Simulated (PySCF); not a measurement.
The multiplicity is imposed and other spin states were not computed.

Z-matrix (Å, degrees):
```
Ti
Cl 1 2.2866
Cl 1 2.2867 2 112.02
Cl 1 2.2870 2 105.04 3 -120.86
Cl 1 2.2874 2 111.33 4 -121.71
```
Charge -1, spin multiplicity 2.

Question: Estimate the spin population on the central atom (Mulliken), charge on the central atom (Mulliken) and total energy that TPSSh-D3(BJ)/def2-TZVP // TPSS-D3(BJ)/def2-SVP in PySCF 2.14.0 returns for this input.

Answer: 
```json
{
 "spin population on the central atom (Mulliken)": "1.00",
 "charge on the central atom (Mulliken)": "1.03 e",
 "total_energy": "-2690.7880 Ha"
}
```
